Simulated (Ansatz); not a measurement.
Ansatz results at the PBE0-D4/def2-TZVP geometry: zero-point energy (PBE0-D4/def2-TZVP) 161.3 kJ/mol; HOMO energy (PBE/def2-TZVPP) -7.72 eV; size of the dipole moment (ωB97M-V/def2-TZVPP) 1.50 D.

Each molecule was computed in one conformer, which needn't be the lowest.

**Question.** Which molecule gave them?
A. `[NH2][Al]([F])[PH2]`
B. `ClC1C=CC1`
C. `BC[SiH](F)Cl`
D. `B[SiH2]C(O)F`

**Answer.** C. The others give `[NH2][Al]([F])[PH2]`: 120.1, -6.29, 2.23; `B[SiH2]C(O)F`: 186.7, -6.76, 1.40; `ClC1C=CC1`: 204.8, -6.51, 2.15.
